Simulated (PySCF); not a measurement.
Ground-state electric properties of a mixed set of molecules.

All values: CAM-B3LYP/def2-SVPD (PySCF) at PBE0-D3(BJ)/def2-SVP geometries, gas phase, one conformer each. Core orbitals are frozen in the response; Δα² is half the sum of the squared differences of the principal polarisabilities. Atoms past krypton carry effective core potentials.

Question: Rank by vertical ionisation energy (ΔSCF), lowest first.
A. `Cn1nccn1`
B. `C=Cc1ccccc1OC`
C. `[SiH3][Hg][SiH3]`
D. `[H][Ag]<-[C-]#[O+]`

Answer: B (7.92 eV), C (8.54 eV), D (9.10 eV), A (9.80 eV).

Question: Rank by mean static polarisability, highest first.
A. `c1nn(C)nc1`
B. `[SiH3]NC1CC1`
C. `C=Cc1ccccc1OC`
D. `[SiH3][Hg][SiH3]`
E. `[H][Ag]<-[C-]#[O+]`

Answer: C (17.09 Å³), D (15.59 Å³), B (10.37 Å³), A (8.11 Å³), E (7.04 Å³).

Question: Rank by HOMO energy, highest first.
A. `CN1N=CC=N1`
B. `[H][Ag]<-[C-]#[O+]`
C. `C=CC1=CC=CC=C1OC`
D. `[SiH3][Hg][SiH3]`
E. `[SiH3]NC1CC1`

Answer: C (-7.35 eV), D (-7.79 eV), B (-8.07 eV), E (-8.25 eV), A (-8.94 eV).

All values together:

```json
{"SMILES": "[H][Ag]<-[C-]#[O+]", "formula": "CHAgO", "μ (D)": "4.08", "HOMO (eV)": "-8.07", "LUMO (eV)": "-1.31", "α (Å³)": "7.04", "Δα (Å³)": "2.97", "electrons": "62", "α per electron (Å³)": "0.114", "ΔSCF removal energy (eV)": "9.10"}
{"SMILES": "Cn1nccn1", "formula": "C3H5N3", "μ (D)": "0.42", "HOMO (eV)": "-8.94", "LUMO (eV)": "0.95", "α (Å³)": "8.11", "Δα (Å³)": "4.21", "electrons": "44", "α per electron (Å³)": "0.184", "ΔSCF removal energy (eV)": "9.80"}
{"SMILES": "C=Cc1ccccc1OC", "formula": "C9H10O", "μ (D)": "1.63", "HOMO (eV)": "-7.35", "LUMO (eV)": "0.01", "α (Å³)": "17.09", "Δα (Å³)": "11.07", "electrons": "72", "α per electron (Å³)": "0.237", "ΔSCF removal energy (eV)": "7.92"}
{"SMILES": "[SiH3][Hg][SiH3]", "formula": "H6HgSi2", "μ (D)": "0.00", "HOMO (eV)": "-7.79", "LUMO (eV)": "-0.32", "α (Å³)": "15.59", "Δα (Å³)": "12.61", "electrons": "114", "α per electron (Å³)": "0.137", "ΔSCF removal energy (eV)": "8.54"}
{"SMILES": "[SiH3]NC1CC1", "formula": "C3H9NSi", "μ (D)": "1.04", "HOMO (eV)": "-8.25", "LUMO (eV)": "1.27", "α (Å³)": "10.37", "Δα (Å³)": "2.52", "electrons": "48", "α per electron (Å³)": "0.216", "ΔSCF removal energy (eV)": "8.99"}
```

Conformers: `[CH2:1]=[CH:2][c:3]1[cH:4][cH:5][cH:6][cH:7][c:8]1[O:9][CH3:10]` with C1–C2–C3–C4 16°, C7–C8–O9–C10 2°; `[SiH3:1][NH:2][CH:3]1[CH2:4][CH2:5]1` with Si1–N2–C3–C4 -137°.

Question: By how much does the ΔSCF value exceed −ε(HOMO) over the species that have both?

Answer: By 0.57 to 1.04 eV, 0.79 eV on average, over 5 species.
